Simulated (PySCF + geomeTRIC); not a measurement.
Level of theory: PBE0-D3(BJ)/def2-TZVP run with PySCF + geomeTRIC. fastk is a local helper that only speeds up exchange builds. No frequencies were computed at this level.

```python
import json, numpy as np
from pyscf import gto, dft
from fastk import lowrank_exchange
atoms = """
N     -1.006541     0.162556    -0.181220
In     1.044563     0.968019     0.210669
F      2.367667    -0.542911    -0.296900
H     -1.580664     0.249084     0.655062
H     -0.822980    -0.833394    -0.290590
"""
def scf(charge, spin, dm0=None):
    mol = gto.M(atom=atoms, basis='def2-tzvp', ecp={'In': 'def2-tzvp'}, charge=charge, spin=spin, verbose=3, max_memory=5040)
    mf = dft.KS(mol, xc='pbe0').density_fit(auxbasis="def2-universal-jkfit")
    mf.disp = 'd3bj'
    mf.grids.level = 3
    mf.conv_tol = 1e-8
    mf.max_cycle = 60
    mf.kernel(dm0)
    if not mf.converged:
        mf = mf.newton().run(mf.mo_coeff, mf.mo_occ).undo_soscf()
    return mf
mf = scf(0, 1)
lowrank_exchange(mf)  # same exchange matrices as the stock routine, built faster for response steps
mo, _, stable, _ = mf.stability(return_status=True)
if not stable:
    mf.kernel(mf.make_rdm1(mo, mf.mo_occ))
del mf.get_jk
from pyscf.geomopt.geometric_solver import kernel as optimize
path = []
done, mol = optimize(mf, maxsteps=80, assert_convergence=False, callback=lambda env: path.append((env["energy"], bool(env["g_scanner"].converged))))
res = dict(converged=bool(done and path[-1][1]), energy=path[-1][0], path=[e for e, c in path], xyz=mol.atom_coords(unit="Angstrom").tolist(), nao=mol.nao)
json.dump(res, open("result.json", "w"))
```

Output:

```
converged SCF energy = -345.853833952371  <S^2> = 0.7650589  2S+1 = 2.0150026
<class 'pyscf.df.df_jk.DFUKS'> wavefunction is stable in the internal stability analysis
Geometry optimization cycle 1
converged SCF energy = -345.853833954213  <S^2> = 0.76506124  2S+1 = 2.015005
cycle 1: E = -345.853833954  dE = -345.854  norm(grad) = 0.0410698
Geometry optimization cycle 2
converged SCF energy = -345.859468331514  <S^2> = 0.75923297  2S+1 = 2.0092118
cycle 2: E = -345.859468332  dE = -0.00563438  norm(grad) = 0.0113146
Geometry optimization cycle 3
converged SCF energy = -345.860157879212  <S^2> = 0.7579598  2S+1 = 2.007944
cycle 3: E = -345.860157879  dE = -0.000689548  norm(grad) = 0.00582489
Geometry optimization cycle 4
converged SCF energy = -345.860992015466  <S^2> = 0.75747757  2S+1 = 2.0074636
cycle 4: E = -345.860992015  dE = -0.000834136  norm(grad) = 0.00688977
Geometry optimization cycle 5
converged SCF energy = -345.861229113784  <S^2> = 0.7577785  2S+1 = 2.0077634
cycle 5: E = -345.861229114  dE = -0.000237098  norm(grad) = 0.00181815
Geometry optimization cycle 6
converged SCF energy = -345.861249173774  <S^2> = 0.75794905  2S+1 = 2.0079333
cycle 6: E = -345.861249174  dE = -2.006e-05  norm(grad) = 0.00106789
Geometry optimization cycle 7
converged SCF energy = -345.861265258234  <S^2> = 0.75812715  2S+1 = 2.0081107
cycle 7: E = -345.861265258  dE = -1.60845e-05  norm(grad) = 0.000939974
Geometry optimization cycle 8
converged SCF energy = -345.861269744938  <S^2> = 0.75820295  2S+1 = 2.0081862
cycle 8: E = -345.861269745  dE = -4.4867e-06  norm(grad) = 0.000462378
Geometry optimization cycle 9
converged SCF energy = -345.861270385875  <S^2> = 0.75820624  2S+1 = 2.0081895
cycle 9: E = -345.861270386  dE = -6.40937e-07  norm(grad) = 0.000128669
<class 'geometric.internal.Distance'> : 4
<class 'geometric.internal.Angle'> : 4
<class 'geometric.internal.Dihedral'> : 2
<class 'geometric.internal.TranslationX'> : 1
<class 'geometric.internal.TranslationY'> : 1
<class 'geometric.internal.TranslationZ'> : 1
<class 'geometric.internal.RotationA'> : 1
<class 'geometric.internal.RotationB'> : 1
<class 'geometric.internal.RotationC'> : 1
Step    0 : Gradient = 1.837e-02/2.702e-02 (rms/max) Energy = -345.8538339542
Step    1 : Displace = 8.220e-02/1.168e-01 (rms/max) Trust = 1.000e-01 (=) Grad = 5.060e-03/7.368e-03 (rms/max) E (change) = -345.8594683315 (-5.634e-03) Quality = 1.170
Step    2 : Displace = 4.333e-02/5.227e-02 (rms/max) Trust = 1.414e-01 (+) Grad = 2.605e-03/3.926e-03 (rms/max) E (change) = -345.8601578792 (-6.895e-04) Quality = 1.409
Step    3 : Displace = 9.815e-02/1.168e-01 (rms/max) Trust = 2.000e-01 (+) Grad = 3.081e-03/4.818e-03 (rms/max) E (change) = -345.8609920155 (-8.341e-04) Quality = 1.326
Step    4 : Displace = 5.826e-02/6.933e-02 (rms/max) Trust = 2.828e-01 (+) Grad = 8.131e-04/1.396e-03 (rms/max) E (change) = -345.8612291138 (-2.371e-04) Quality = 1.155
Step    5 : Displace = 1.173e-02/1.535e-02 (rms/max) Trust = 3.000e-01 (+) Grad = 4.776e-04/8.541e-04 (rms/max) E (change) = -345.8612491738 (-2.006e-05) Quality = 1.470
Step    6 : Displace = 1.405e-02/1.831e-02 (rms/max) Trust = 3.000e-01 (=) Grad = 4.204e-04/5.746e-04 (rms/max) E (change) = -345.8612652582 (-1.608e-05) Quality = 1.266
Step    7 : Displace = 5.639e-03/7.122e-03 (rms/max) Trust = 3.000e-01 (=) Grad = 2.068e-04/2.939e-04 (rms/max) E (change) = -345.8612697449 (-4.487e-06) Quality = 1.099
Step    8 : Displace = 1.161e-03/1.588e-03 (rms/max) Trust = 3.000e-01 (=) Grad = 5.754e-05/8.590e-05 (rms/max) E (change) = -345.8612703859 (-6.409e-07) Quality = 0.714
Converged! =D
```

Cost: roughly 4 core-minutes.
